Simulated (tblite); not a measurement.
Input of a run (GFN2-xTB geometry optimisation, gas phase (tblite 0.8.0)), started from a force field or distance geometry:
```
{"job": {"kind": "relax", "xc": "GFN2-xTB", "basis": "xTB"}, "charge": 0, "multiplicity": 1}
F     -3.160900     1.737700     0.211100
C     -2.100800     0.906500     0.054000
C     -0.810600     1.146500     0.320300
C      0.012000    -0.055500    -0.000700
C      1.043400     0.253900    -1.005000
C      2.251100     0.033300    -0.518100
C      2.132400    -0.440800     0.854400
C      0.838900    -0.489900     1.149800
C     -0.998400    -1.014600    -0.451600
C     -2.218200    -0.470500    -0.420300
H     -0.385600     2.085400     0.695800
H      0.770000     0.612100    -2.004300
H      3.149800     0.204300    -1.085200
H      2.939100    -0.711800     1.527000
H      0.483200    -0.819400     2.134700
H     -0.786900    -2.027500    -0.762500
H     -3.165500    -0.937700    -0.709300
```

Output (eV, eV/Å):
```
step      E/eV     max force
  0    -747.76572    1.861
  1    -747.88043    1.088
  2    -747.91144    0.360
  3    -747.92282    0.303
  4    -747.93362    0.248
  5    -747.94053    0.202
  6    -747.94574    0.157
  7    -747.94878    0.120
  8    -747.95110    0.112
  9    -747.95232    0.062
 10    -747.95274    0.046
 11    -747.95293    0.040
 12    -747.95305    0.028
 13    -747.95316    0.027
 14    -747.95326    0.028
 15    -747.95337    0.029
 16    -747.95352    0.034
 17    -747.95368    0.031
 18    -747.95384    0.035
 19    -747.95397    0.034
 20    -747.95409    0.032
 21    -747.95423    0.031
 22    -747.95441    0.030
 23    -747.95458    0.032
 24    -747.95474    0.031
 25    -747.95489    0.033
 26    -747.95509    0.037
 27    -747.95538    0.042
 28    -747.95575    0.055
 29    -747.95612    0.054
 30    -747.95644    0.042
 31    -747.95670    0.041
 32    -747.95690    0.028
 33    -747.95701    0.023
 34    -747.95706    0.014
 35    -747.95709    0.016
 36    -747.95712    0.015
 37    -747.95714    0.010
```

Summarise the run.

The energy falls by 18.5 kJ/mol over 37 L-BFGS steps, the largest force on an atom goes from 1.86 to 0.010 eV/Å, and the atoms move by 0.074 Å rms after alignment. The bond that changes most is C4–C9 (sp3 carbon at a ring junction to alkene CH carbon), which lengthens by 0.042 Å. Bonds longer at the end by more than 0.005 Å: 6 of 18; shorter: 9. Among the angles that change most is C7–C8–H15, from 121.8° to 128.5°. The energy never rose by more than 1e-5 eV on the way. The first step brought 60 % of the lowering.

What are the final bond lengths?

F1–C2 1.340 Å, C2=C3 1.337 Å, C3–C4 1.502 Å, C4–C5 1.507 Å, C5=C6 1.336 Å, C6–C7 1.451 Å, C7=C8 1.336 Å, C4–C9 1.507 Å, C9=C10 1.337 Å, C2–C10 1.449 Å, C4–C8 1.507 Å, C3–H11 1.072 Å, C5–H12 1.073 Å, C6–H13 1.075 Å, C7–H14 1.075 Å, C8–H15 1.073 Å, C9–H16 1.073 Å, C10–H17 1.074 Å. Numbering counts from 1 in the input's order; the species is `FC1=CC2(C=CC=C2)C=C1`.

Time: 0.14 s of wall time. Hardware: one thread, AMD EPYC 9R45 (x86_64), no GPU, shared host.

Its GFN2-xTB frequencies are all real (lowest 76 cm⁻¹).

The numbers are calculated, not measured.
